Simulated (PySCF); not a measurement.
Symmetry of computed structures. The calculation used PBE0-D3(BJ)/def2-SVP geometry optimisation, gas phase (PySCF). The symmetry is that of the one conformer found, every atom within 0.08 Å of its image; none is proved a minimum here. The geometries of the anions come from a basis without diffuse functions.

(1) Point group, rotor type and polarity of `O=C1C[C@@H]2C[C@@H](F)[C@H]1C2`?

(2) `[F:1][c:2]1[cH:3][cH:4][cH:5][c:6]([Br:7])[cH:8]1`: symmetry, top, dipole?

(3) `[Cl][Pt-2]([Cl])([Cl])([Cl])([Cl])[Cl]` ([PtCl6]2-): symmetry, top, dipole?

(4) What symmetry has `[AlH2:1][c:2]1[cH:3][cH:4][cH:5][cH:6][cH:7]1`?

Results:

(1) C1; asymmetric top; symmetry number 1; this conformer is chiral (no improper operation); dipole 2.67 D; A, B, C = 2698, 1574, 1296 MHz.

(2) Cs; asymmetric top; symmetry number 1; 2 operations, which sort the 12 atoms into 12 sets; dipole 1.43 D, in the ab plane, which is the mirror; heavy atoms equivalent by symmetry: none.

(3) Oh; spherical top; symmetry number 24; 48 operations, which sort the 7 atoms into 2 sets; dipole about the centre of mass forbidden by symmetry (computed 0.00 D).

(4) C2v; asymmetric top; symmetry number 2; 4 operations, which sort the 14 atoms into 9 sets; dipole 1.08 D, along a, the twofold axis; A, B, C = 5467, 1502, 1178 MHz; heavy atoms equivalent by symmetry: C3/C7, C4/C6.
